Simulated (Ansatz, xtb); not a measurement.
AlH6PSi2: which of two structures lies lower

We compare a, a singlet given by its coordinates, with b, `[AlH2][Si@H]1[SiH2]P1`, a singlet. Both are isolated molecules in the gas phase, relaxed with r2SCAN-D4/def2-SVP; the shapes shown needn't be the lowest conformers.

a (Å):

```xyz
10

Al    1.0628    3.2354    1.3330
P     1.4541    2.5371   -0.8316
Si   -0.3139    1.4254   -0.8846
Si   -2.0520    1.0248    0.6667
H    -0.2424    2.7755    2.1263
H     2.1132    4.1923    2.0437
H    -0.6137    0.6906   -2.1581
H    -1.5453    0.3363    1.8888
H    -3.0163    0.1215   -0.0361
H    -2.7535    2.2875    1.0384
```

Close contacts (Å): Al1–P2 2.31, P2–Si3 2.09, Si3–Si4 2.36, Al1–H5 1.60, Al1–H6 1.59, Si3–H7 1.50, Si4–H8 1.49, Si4–H9 1.50, Si4–H10 1.49.

b (Å):

```xyz
10

Al    0.4969    0.4735   -0.8795
P    -1.9374    1.5275    2.1377
Si    0.1832    1.6692    1.1819
Si   -1.3240    3.4076    1.0290
H    -0.8090    0.3274   -1.7751
H     1.9039   -0.0919   -1.3525
H     1.2030    1.8758    2.2528
H    -1.1480    4.6030    1.8966
H    -2.0048    3.6993   -0.2620
H    -2.5011    0.9491    0.9539
```

Estimate which is lower in electronic energy at CCSD(T)/def2-SVP + ΔMP2/def2-TZVPP, and by roughly how much.

Too close to call at this level: CCSD(T)/def2-SVP + ΔMP2/def2-TZVPP gives E(b) − E(a) = +7.24 kJ/mol.

How the difference moves with the method:

```json
{"level": "r2SCAN-D4/def2-SVP", "geometry": "r2SCAN-D4/def2-SVP", "E(b) − E(a) (kJ/mol)": "−6.39", "departure from the last row (kJ/mol)": "−13.63", "job, with rough time for the two": "optimisation, 11 s"}
{"level": "HF/def2-SVP", "geometry": "r2SCAN-D4/def2-SVP", "E(b) − E(a) (kJ/mol)": "+10.06", "departure from the last row (kJ/mol)": "+2.82", "job, with rough time for the two": "part of the CCSD(T) run"}
{"level": "MP2/def2-SVP", "geometry": "r2SCAN-D4/def2-SVP", "E(b) − E(a) (kJ/mol)": "+10.99", "departure from the last row (kJ/mol)": "+3.76", "job, with rough time for the two": "part of the CCSD(T) run"}
{"level": "CCSD(T)/def2-SVP", "geometry": "r2SCAN-D4/def2-SVP", "E(b) − E(a) (kJ/mol)": "+9.41", "departure from the last row (kJ/mol)": "+2.17", "job, with rough time for the two": "single point"}
{"level": "CCSD(T)/def2-SVP + ΔMP2/def2-TZVPP", "geometry": "r2SCAN-D4/def2-SVP", "E(b) − E(a) (kJ/mol)": "+7.24", "departure from the last row (kJ/mol)": "", "job, with rough time for the two": "single point, 15 s"}
```

r2SCAN-D4/def2-SVP puts the two in the other order. The largest departure from CCSD(T)/def2-SVP + ΔMP2/def2-TZVPP is that of r2SCAN-D4/def2-SVP, 13.63 kJ/mol. Levels run at GFN2-xTB geometries aren't shown. The last row adds to CCSD(T) the change of the MP2 difference between the two basis sets, here −2.17 kJ/mol.

With harmonic frequencies from r2SCAN-D4/def2-SVP (ideal gas, rigid rotor, one conformer each, 600 K, 1 atm): on the last row, ΔE + ΔZPE = +7.04 kJ/mol. A mode under 50 cm⁻¹ makes harmonic enthalpies and free energies unreliable, so none is given.

The correlated steps freeze 20 core orbitals. Run with Ansatz 0.2.0; the last row on 2 threads of Intel(R) Xeon(R) 6975P-C (Granite Rapids) on a shared host.
